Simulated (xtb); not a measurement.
In(H)2(Et) (C₂H₇In), SMILES C[CH2][InH2]. All values are semi-empirical tight-binding results from xtb (GFN2-xTB unless named), good for trends rather than for accurate numbers. Coordinates come from a GFN2-xTB optimisation.

For metal compounds this method's bond lengths and energies can be far off.

Computed properties:
| Property | Value |
|---|---|
| orbital gap | 3.96 eV |
| zero-point energy | 44.9 kcal/mol |
| G − E(el) at 298.15 K (modified RRHO) | 25.8 kcal/mol |
